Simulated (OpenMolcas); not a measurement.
## What dynamic correlation does to the levels of Ni4+

* Program: OpenMolcas
* Basis: ANO-RCC-VQZP [7s6p4d3f2g1h]
* Scalar Hamiltonian: DKH2, point nucleus
* Active space: 12 electrons in 8 orbitals (RAS1 3p, at most 2 holes; RAS2 3d)
* State averaging: 2S+1 = 5 even, 5 roots; 2S+1 = 3 even, 45 roots; 2S+1 = 1 even, 44 roots
* Spin-orbit coupling: RASSI with atomic mean-field integrals over the reference wave functions, term energies averaged over their components

Methods on the same reference wave functions:
A. RASSCF
B. SS-RASPT2, IPEA 0.25 Eh, imaginary shift 0.1 Eh (closed shells correlated: 3s)
C. MS-RASPT2, IPEA 0.25 Eh, imaginary shift 0.1 Eh (closed shells correlated: 3s)

Energies in cm-1 above 3d6 5D4, the measured ground level; measured values from Corliss and Sugar, J. Phys. Chem. Ref. Data 10, 197 (1981).

```json
{"Level": "3d6 5D4", "A": "0.0", "B": "0.0", "C": "0.0", "Measured": "0.0"}
{"Level": "3d6 5D3", "A": "853", "B": "856", "C": "856", "Measured": "890"}
{"Level": "3d6 5D2", "A": "1435", "B": "1437", "C": "1438", "Measured": "1490"}
{"Level": "3d6 5D1", "A": "1807", "B": "1807", "C": "1809", "Measured": "1872"}
{"Level": "3d6 5D0", "A": "1988", "B": "1988", "C": "1990", "Measured": "2058"}
{"Level": "3d6 3P2(1)", "A": "28164", "B": "26550", "C": "26480", "Measured": "26153"}
{"Level": "3d6 3P1(1)", "A": "30689", "B": "29080", "C": "28990", "Measured": "28698"}
{"Level": "3d6 3H6", "A": "31582", "B": "26990", "C": "26990", "Measured": "27111"}
{"Level": "3d6 3P0(1)", "A": "31622", "B": "30050", "C": "29960", "Measured": "29640"}
{"Level": "3d6 3H5", "A": "31961", "B": "27390", "C": "27390", "Measured": "27578"}
{"Level": "3d6 3F3(1)", "A": "32546", "B": "29750", "C": "29720", "Measured": "29571"}
{"Level": "3d6 3F2(1)", "A": "32879", "B": "30130", "C": "30050", "Measured": "29899"}
{"Level": "3d6 3G5", "A": "37616", "B": "33380", "C": "33380", "Measured": "33256"}
{"Level": "3d6 3G4", "A": "38340", "B": "34160", "C": "34150", "Measured": "34062"}
{"Level": "3d6 3G3", "A": "38647", "B": "34470", "C": "34460", "Measured": "34416"}
{"Level": "3d6 1G4(1)", "A": "45219", "B": "42590", "C": "42550", "Measured": "42208"}
{"Level": "3d6 3D1", "A": "45918", "B": "42140", "C": "42140", "Measured": "41701"}
{"Level": "3d6 3D2", "A": "45930", "B": "42130", "C": "42140", "Measured": "41627"}
{"Level": "3d6 3D3", "A": "46204", "B": "42410", "C": "42410", "Measured": "41920"}
{"Level": "3d6 1I6", "A": "47561", "B": "41130", "C": "41130", "Measured": "41252"}
{"Level": "3d6 1S0", "A": "48356", "B": "48230", "C": "48200", "Measured": "47700"}
{"Level": "3d6 1D2", "A": "54779", "B": "49950", "C": "49940", "Measured": "48607"}
{"Level": "3d6 1F3", "A": "65097", "B": "58680", "C": "58680", "Measured": "57924"}
{"Level": "3d6 3P0(2)", "A": "73652", "B": "67830", "C": "67950", "Measured": "66738"}
```

Deviations, from unrounded energies. A percentage is the sum of absolute deviations over the sum of measured energies, with the sign that they share, or ± where signs differ.

```json
{"Against measurement": "mean absolute deviation (cm-1)", "Levels": "23", "A": "3300", "B": "350", "C": "340"}
{"Against measurement": "fine structure of the ground term (%)", "Levels": "4", "A": "-3.6", "B": "-3.5", "C": "-3.4"}
{"Against measurement": "other terms of the ground configuration (%)", "Levels": "19", "A": "+10.5", "B": "±1.1", "C": "±1.0"}
```

B, C lie about equally close to measurement and A furthest from it. The largest miss of C in the table is 3d6 1D2, by +1300 cm-1. The ranking rests on the paired levels alone, and a cruder setting can come out closer through cancelling errors.

Between B and C the level of the table that moves most is 3d6 3P0(2), by 120 cm-1 (lowest in B, highest in C). Moves below CASPT2's spread within the term are not significant.

The mean deviations of B to C differ by less than CASPT2's widest spread within a term (1100 cm-1), so their order carries little weight.

From A to B the spin-free energies of the other terms of 3d6 shown, above 5D, scale by factors of 0.85 to 1.00.

The lowest spin-free term lies below A's lowest term by 0.521 hartree in B, 0.521 hartree in C.

Term energies are means over components that CASPT2 splits; among the terms shown or strongly mixed into the levels shown the widest spread is 1100 cm-1 (3d6 1I, C). Active for correlation alone: 3p; no level in the range computed is led by a configuration that opens it, so any true level of that kind is missing. The CASPT2 spread within a term exceeds the gap to the next term for 3d6 1G(1) and 3d6 3D, so the order of their levels is uncertain (figures for B; the like holds for C). Without dynamic correlation excited terms often stand tens of per cent too high (terms of higher spin than the ground term too low), and those without a measured partner can miss by more than the paired ones (holds for A). Measured partners are found by configuration, term and J. A level has none where our copy of the source lacks it or the pairing is in doubt (some pairs that miss far off the trend of their configuration count as doubtful), and it then counts in no deviation. Levels of configurations outside the active space are missing. The table leaves out levels that lie high or whose names do not pair safely across all columns.

A number in round brackets counts repeated terms of one configuration in the order of the reference energies.
